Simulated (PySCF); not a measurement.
PySCF input (M06-2X/def2-TZVPD):

```python
from pyscf import gto, scf, dft

mol = gto.M(
    atom='''
    O    -0.72623486   -1.22786515   -0.00080347
    S     0.00000000   -0.00000000   -0.00000000
    O    -0.69887984    1.24210367   -0.06177353
    O     1.42511470   -0.01423852    0.06257700
    ''',
    basis='def2-tzvpd',
    charge=1,
    spin=1,
    verbose=4,
)

mf = dft.UKS(mol, xc='m062x').density_fit(auxbasis='def2-universal-jkfit')
mf.grids.level = 4
mf.conv_tol = 1e-9
mf.max_cycle = 100
mf.max_memory = 1500
mf.kernel()
if not mf.converged:
    mf = mf.newton()
    mf.kernel(mf.make_rdm1())
for _ in range(2):
    mo, _, stable, _ = mf.stability(return_status=True)
    if stable:
        break
    mf.kernel(mf.make_rdm1(mo, mf.mo_occ))
mf.analyze()
```

End of the output:

```
Extra cycle  E= -623.341917617079  delta_E= 9.44e-12  |g|= 8.83e-06  |ddm|= 1.03e-05
converged SCF energy = -623.341917617079  <S^2> = 0.77164126  2S+1 = 2.0215254
uhf_internal: lowest eigs of H = [0.08890978 0.09598887 0.09599209]
<class 'pyscf.df.df_jk.DFUKS'> wavefunction is stable in the internal stability analysis
**** SCF Summaries ****
Total Energy =                        -623.341917617079048
Nuclear Repulsion Energy =             183.563391573380500
One-electron Energy =                -1210.116532517623000
Two-electron Energy =                  403.211223327163452
Two-electron Coulomb Energy =          454.194584598901542
DFT Exchange-Correlation Energy =      -50.983361271738090
HOMO-LUMO gap [eV] =                     6.152469624464891
**** MO energy ****
                             alpha | beta                alpha | beta
MO #1   energy= -90.4858326903189  | -90.4869786819592  occ= 1 | 1
MO #2   energy= -20.067017643168   | -20.0586825852482  occ= 1 | 1
MO #3   energy= -20.0670117502899  | -20.0586759937597  occ= 1 | 1
MO #4   energy= -20.06697174573    | -20.0586584181898  occ= 1 | 1
MO #5   energy= -8.81564648406817  | -8.81619279716553  occ= 1 | 1
MO #6   energy= -6.73966356435458  | -6.74082095734788  occ= 1 | 1
MO #7   energy= -6.73452067168905  | -6.73587502809397  occ= 1 | 1
MO #8   energy= -6.73452051466518  | -6.73587478266147  occ= 1 | 1
MO #9   energy= -1.67265856031024  | -1.65551558072543  occ= 1 | 1
MO #10  energy= -1.54662301067002  | -1.51859978461781  occ= 1 | 1
MO #11  energy= -1.54662162609888  | -1.51859900231973  occ= 1 | 1
MO #12  energy= -1.04563163361384  | -1.02711625524437  occ= 1 | 1
MO #13  energy= -0.948735008808086 | -0.944176575926648 occ= 1 | 1
MO #14  energy= -0.947474816109081 | -0.914900788082218 occ= 1 | 1
MO #15  energy= -0.947474392485919 | -0.914899021586664 occ= 1 | 1
MO #16  energy= -0.847382098670178 | -0.78348995302405  occ= 1 | 1
MO #17  energy= -0.847379298507155 | -0.783485535908641 occ= 1 | 1
MO #18  energy= -0.800480876721285 | -0.769700741808207 occ= 1 | 1
MO #19  energy= -0.800479808788513 | -0.769699863607487 occ= 1 | 1
MO #20  energy= -0.786834025375655 | -0.543600773324364 occ= 1 | 0
MO #21  energy= -0.353494027076361 | -0.34810553044486  occ= 0 | 0
MO #22  energy= -0.344444182828779 | -0.341744686740479 occ= 0 | 0
MO #23  energy= -0.137500129671701 | -0.136318998811375 occ= 0 | 0
MO #24  energy= -0.126229109232647 | -0.126398043312806 occ= 0 | 0
MO #25  energy= -0.123418743324161 | -0.116211598226201 occ= 0 | 0
MO #26  energy= -0.123418205095785 | -0.116211493910515 occ= 0 | 0
MO #27  energy= -0.0780003586364912 | -0.0734777820531423 occ= 0 | 0
MO #28  energy= -0.0779995193815218 | -0.0734774806135245 occ= 0 | 0
MO #29  energy= -0.065594217635826 | -0.0652703818598628 occ= 0 | 0
MO #30  energy= -0.0575829262682346 | -0.0570484026042916 occ= 0 | 0
MO #31  energy= -0.0575828574831668 | -0.0570482762542617 occ= 0 | 0
MO #32  energy= -0.0508403576515282 | -0.0379711281056366 occ= 0 | 0
MO #33  energy= -0.0508400078282981 | -0.0379706986232513 occ= 0 | 0
MO #34  energy= 0.00768868446697916 | 0.00668384147976197 occ= 0 | 0
MO #35  energy= 0.0085785210050493 | 0.0105581522997421 occ= 0 | 0
MO #36  energy= 0.00952383292740242 | 0.0111730568169806 occ= 0 | 0
MO #37  energy= 0.0120680360671219 | 0.0131255852199381 occ= 0 | 0
MO #38  energy= 0.0120683915044181 | 0.013125689595115  occ= 0 | 0
MO #39  energy= 0.0176223947748992 | 0.0172170721357595 occ= 0 | 0
MO #40  energy= 0.0176225361461787 | 0.0172171256031762 occ= 0 | 0
MO #41  energy= 0.0609510281315004 | 0.0630251488876715 occ= 0 | 0
MO #42  energy= 0.0609511572819322 | 0.0630253258554214 occ= 0 | 0
MO #43  energy= 0.0760367749487965 | 0.0744785734102943 occ= 0 | 0
MO #44  energy= 0.148239785825909  | 0.155090212561016  occ= 0 | 0
MO #45  energy= 0.148240406409056  | 0.155090278273895  occ= 0 | 0
MO #46  energy= 0.17002810501081   | 0.171834267467106  occ= 0 | 0
MO #47  energy= 0.19166814104242   | 0.191179700073689  occ= 0 | 0
MO #48  energy= 0.196770848597534  | 0.196365103160807  occ= 0 | 0
MO #49  energy= 0.196771400067887  | 0.196365296394631  occ= 0 | 0
MO #50  energy= 0.214860901101821  | 0.216484534866559  occ= 0 | 0
MO #51  energy= 0.214861075044832  | 0.216484578959693  occ= 0 | 0
MO #52  energy= 0.268641039824722  | 0.265826994853846  occ= 0 | 0
MO #53  energy= 0.293556177857456  | 0.297249207283521  occ= 0 | 0
MO #54  energy= 0.29355693487196   | 0.297249976839154  occ= 0 | 0
MO #55  energy= 0.299415365540925  | 0.301157782785555  occ= 0 | 0
MO #56  energy= 0.299416660130362  | 0.301157982085589  occ= 0 | 0
MO #57  energy= 0.309771512745852  | 0.312806359902056  occ= 0 | 0
MO #58  energy= 0.340465056252554  | 0.343024680888296  occ= 0 | 0
MO #59  energy= 0.362100435835856  | 0.363565665639468  occ= 0 | 0
MO #60  energy= 0.370433080347875  | 0.372386939962244  occ= 0 | 0
MO #61  energy= 0.370433571310837  | 0.372387125438484  occ= 0 | 0
MO #62  energy= 0.406183834147859  | 0.406177503208875  occ= 0 | 0
MO #63  energy= 0.406183973280563  | 0.406177827259183  occ= 0 | 0
MO #64  energy= 0.425688500046935  | 0.427574615796856  occ= 0 | 0
MO #65  energy= 0.450704799226489  | 0.452445038777419  occ= 0 | 0
MO #66  energy= 0.450705335368865  | 0.452445241695567  occ= 0 | 0
MO #67  energy= 0.542826413062201  | 0.544183384436458  occ= 0 | 0
MO #68  energy= 0.597029832689986  | 0.604568773910671  occ= 0 | 0
MO #69  energy= 0.597031539580418  | 0.607129003509757  occ= 0 | 0
MO #70  energy= 0.601423605493621  | 0.607129279175856  occ= 0 | 0
MO #71  energy= 0.649607802038922  | 0.649200029032321  occ= 0 | 0
MO #72  energy= 0.649608348542575  | 0.649200375182284  occ= 0 | 0
MO #73  energy= 0.664483875423433  | 0.664056031827266  occ= 0 | 0
MO #74  energy= 0.675802536703965  | 0.680344774624901  occ= 0 | 0
MO #75  energy= 0.675804479436555  | 0.680345347401123  occ= 0 | 0
MO #76  energy= 0.720129706480468  | 0.733342172546728  occ= 0 | 0
MO #77  energy= 0.745808160400845  | 0.746555730863036  occ= 0 | 0
MO #78  energy= 0.745808967680486  | 0.746556452921598  occ= 0 | 0
MO #79  energy= 0.838941630019663  | 0.843977836580385  occ= 0 | 0
MO #80  energy= 0.838944192401358  | 0.845298518283522  occ= 0 | 0
MO #81  energy= 0.843157621932141  | 0.845300996439005  occ= 0 | 0
MO #82  energy= 1.15478668223727   | 1.15611168688296   occ= 0 | 0
MO #83  energy= 1.1547886988149    | 1.15611270944113   occ= 0 | 0
MO #84  energy= 1.2649815423071    | 1.27895913968611   occ= 0 | 0
MO #85  energy= 1.30381482444738   | 1.31133034383139   occ= 0 | 0
MO #86  energy= 1.30381733222358   | 1.31133068520695   occ= 0 | 0
MO #87  energy= 1.32942959670002   | 1.32732823071749   occ= 0 | 0
MO #88  energy= 1.35689741008553   | 1.36116925784415   occ= 0 | 0
MO #89  energy= 1.40278457473487   | 1.4178960618957    occ= 0 | 0
MO #90  energy= 1.49549475351335   | 1.49331561752171   occ= 0 | 0
MO #91  energy= 1.49549715455578   | 1.49331958584141   occ= 0 | 0
MO #92  energy= 1.52892392055804   | 1.53254569818828   occ= 0 | 0
MO #93  energy= 1.52892430725203   | 1.53254659700257   occ= 0 | 0
MO #94  energy= 1.56607422136688   | 1.55943385389382   occ= 0 | 0
MO #95  energy= 1.60082997149165   | 1.61071274498508   occ= 0 | 0
MO #96  energy= 1.60083711412194   | 1.61071705674533   occ= 0 | 0
MO #97  energy= 1.64575322659328   | 1.65399319574718   occ= 0 | 0
MO #98  energy= 1.73648306467543   | 1.73273072594873   occ= 0 | 0
MO #99  energy= 1.73648535340737   | 1.73273453191086   occ= 0 | 0
MO #100 energy= 1.94467756639121   | 1.94323053252939   occ= 0 | 0
MO #101 energy= 1.99045590080735   | 2.0011744796224    occ= 0 | 0
MO #102 energy= 1.99046104643233   | 2.00117575154733   occ= 0 | 0
MO #103 energy= 2.07955704450304   | 2.07624352987012   occ= 0 | 0
MO #104 energy= 2.10716698002378   | 2.10793978325495   occ= 0 | 0
[...]
```
